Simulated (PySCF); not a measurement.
# How methods differ on the excitation energy of Be⁺

Be⁺ [He] 2s1 (2S) → Be⁺ [He] 2p1 (2P), as a difference of total energies. Calculation: PySCF 2.14, in dyall-acv3z (15s9p4d2f, 76 functions); the spin-free X2C one-electron Hamiltonian (Gaussian nucleus). Correlated levels: valence and next inner shell: nothing frozen; virtual orbitals above 40 to 60 times the deepest correlated orbital energy dropped. The calculations carry no spin-orbit coupling.

```
                                method  excitation energy (cm⁻¹)
                                   UHF                     32174
                                   LDA                     28196
                                   PBE                     27801
                                  PBE0                     28947
                                r2SCAN                     28463
                                  PW91                     27850
                               LC-wPBE                     30013
                             BHandHLYP                     29923
                                  BLYP                     27355
    MP2 (valence and next inner shell)                     32143
SCS-MP2 (valence and next inner shell)                     32237
```

Errors of the correlated levels include the incompleteness of this basis.

For comparison: 31933 cm⁻¹ (measured; NIST levels, between the centres of gravity of the two terms).
